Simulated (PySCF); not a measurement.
CF, SMILES [C]F (connectivity only; charge and spin as stated), charge +1, multiplicity 1.

Geometry: PBE0-D3(BJ)/def2-TZVPD.

These are TDA-PBE/def2-TZVPD in PySCF values and carry that method's errors.

Vertical excitations; the highest root listed may be one member of a degenerate set. The molecule is in vacuum. State labels are in the subgroup C2v.

| state | symmetry | energy (eV) | λ (nm) | f | main pairs |
|---|---|---|---|---|---|
| S1 | B2 | 8.47 | 146 | 0.125 | HOMO→LUMO+1 (degenerate set) |
| S2 | B1 | 8.47 | 146 | 0.125 | HOMO→LUMO (degenerate set) |
| S3 | A2 | 11.52 | 108 | 0.000 | HOMO−2→LUMO+1 50 %, HOMO−1→LUMO 50 % |
| S4 | A2 | 11.82 | 105 | 0.000 | HOMO−1→LUMO, HOMO−2→LUMO+1 (degenerate set) |
| S5 | A1 | 11.82 | 105 | 0.000 | HOMO−2→LUMO, HOMO−1→LUMO+1 (degenerate set) |
| S6 | A1 | 14.70 | 84 | 0.002 | HOMO→LUMO+2 83 % |
| S7 | B1 | 16.07 | 77 | 0.149 | HOMO−3→LUMO (degenerate set) |
| S8 | B2 | 16.07 | 77 | 0.149 | HOMO−3→LUMO+1 (degenerate set) |
| S9 | A1 | 16.62 | 75 | 0.010 | HOMO→LUMO+3 77 % |
| S10 | B2 | 16.67 | 74 | 0.031 | HOMO→LUMO+5 98 % |
| T1 | B2 | 4.56 | 272 | 0 | HOMO→LUMO+1 (degenerate set) |
| T2 | B1 | 4.56 | 272 | 0 | HOMO→LUMO (degenerate set) |
| T3 | A1 | 10.16 | 122 | 0 | HOMO−1→LUMO+1 50 %, HOMO−2→LUMO 50 % |
| T4 | A1 | 10.62 | 117 | 0 | HOMO−2→LUMO 50 %, HOMO−1→LUMO+1 50 % |
Triplets are in the Tamm–Dancoff approximation.
